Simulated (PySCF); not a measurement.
Zn⁺ (zinc, charge +1) across methods

[Ar] 3d9 4s2, 2D determinant (an excited configuration). Calculation: PySCF 2.14, in ANO-RCC-VTZP; scalar relativity by spin-free X2C-1e.

```
method  E (hartree)  mean ε 3d β (eV)  mean ε 4s α (eV)  mean ε 4s β (eV)  Σ⟨r²⟩ (bohr²)   ⟨S²⟩
   LDA    -1792.262           -26.201           -16.395           -16.189          25.26  0.750
  MN15    -1796.465           -30.447           -17.727           -17.578          25.72  0.751
 B3LYP    -1795.348           -28.494           -16.921           -16.731          25.34  0.751
 M06-L    -1795.218           -25.992           -15.962           -15.781          25.10  0.751
r2SCAN    -1795.258           -26.369           -16.299           -16.078          25.23  0.751
  PBE0    -1795.042           -28.998           -16.925           -16.710          25.33  0.751
   PBE    -1795.034           -25.890           -16.066           -15.852          25.34  0.751
   UHF  -1793.73281           -37.464           -18.668           -18.421          25.73  0.751
```
